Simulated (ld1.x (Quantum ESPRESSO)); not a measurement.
**u(r) = r·R(r): atom against pseudo-atom (Ag (Z = 47))**

Columns: radius, all-electron u(r) and pseudo u(r) of the 5s shell (level -5.10 eV) of silver in the configuration [Kr] 4d10 5s0.75 5p0.25; LDA (PZ), scalar-relativistic, TM scheme, ld1.x (Quantum ESPRESSO) 7.5.

| r (bohr) | all-electron | pseudo |
| --- | --- | --- |
| 0.192 | 0.0878 | 0.0182 |
| 0.385 | 0.0680 | 0.0395 |
| 0.578 | -0.2143 | 0.0670 |
| 0.770 | -0.2675 | 0.1045 |
| 0.962 | -0.1412 | 0.1562 |
| 1.155 | 0.0468 | 0.2249 |
| 1.348 | 0.2270 | 0.3091 |
| 1.540 | 0.3729 | 0.4005 |
| 1.732 | 0.4809 | 0.4866 |
| 1.925 | 0.5546 | 0.5550 |
| 2.118 | 0.5995 | 0.5995 |
| 2.310 | 0.6215 | 0.6215 |
| 2.502 | 0.6262 | 0.6262 |
| 2.695 | 0.6181 | 0.6181 |
| 2.888 | 0.6006 | 0.6006 |
| 3.080 | 0.5767 | 0.5767 |
| 3.272 | 0.5485 | 0.5485 |
| 3.465 | 0.5174 | 0.5174 |
| 3.658 | 0.4849 | 0.4849 |
| 3.850 | 0.4522 | 0.4522 |
| 4.043 | 0.4196 | 0.4196 |
| 4.235 | 0.3880 | 0.3880 |
| 4.428 | 0.3574 | 0.3574 |
| 4.620 | 0.3284 | 0.3284 |
| 4.812 | 0.3010 | 0.3010 |
| 5.005 | 0.2751 | 0.2751 |

Q: How many radial nodes do the two functions have?

A: The all-electron 5s function has n − l − 1 = 4 (the table is too coarse to show those close to the nucleus); the pseudo-wave has 0, since the states of the same l below it are removed with the core.

Q: At about which radius was the pseudo-wave matched?

A: 2.25 bohr. The columns agree to 0.0005 from 1.93 bohr on; several derivatives are matched, so the curves merge somewhat inside the radius.

Q: Is the pseudo-wave norm-conserving?

A: Yes: the TM scheme keeps the norm inside the radius equal to the all-electron one, which fixes the energy derivative of the logarithmic derivative at the level.
